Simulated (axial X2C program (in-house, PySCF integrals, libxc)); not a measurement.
**Worked dissociation energy of InI⁻: PBE0, scalar-relativistic**

Calculated with an in-house relativistic program for diatomic molecules. Spin-free means the one-electron spin-free X2C Hamiltonian. Basis: I dyall-acv3z [12s13p9d5f1g], In dyall-acv3z [12s13p10d5f1g] (cores contracted in-house); Gaussian nuclei, density fitting, unrestricted open shells. Masses: I 126.904 u, In 114.904 u.

Molecular state: M_S = 1/2, Λ = 1 (beyond evenly filled blocks: π+α).

```
E(I-) (2M_S = 0, M_L = 0) : -7115.441967 hartree
E(In) (2M_S = 1, M_L = 0) : -5880.662262 hartree
E(InI⁻) at Re             : -12996.141569 hartree
ωe                        : 115.3 cm⁻¹
ωexe                      : 0.448 cm⁻¹
```

Problem. Work out De and D0.

Solution. De = -7115.441967 + (-5880.662262) − (-12996.141569) = 0.03734 hartree = 1.016 eV. The zero-point energy is ωe/2 − ωexe/4 = 58 cm⁻¹ = 0.007 eV, so D0 = 1.009 eV.

Occupations by symmetry block were frozen at the best pattern of an incomplete PBE0 search. Dissociation energies refer to the lowest single-determinant-based atoms at the same level and basis. The functionals have no current-density term, which raises determinants with orbital currents, atoms included. The highest occupied level of some functionals is positive through self-interaction error; at Hartree–Fock it is bound. Spin-free De lacks the spin–orbit lowering of the heavy p-block atom, a tenth of an eV or more for 4p and 5p, up to an eV for 6p and one to two eV for 7p atoms, less what an open-shell molecule gains itself.

Each atomic determinant is the lowest at this level and need not be a pure term. Totals compare only within one Hamiltonian and basis.
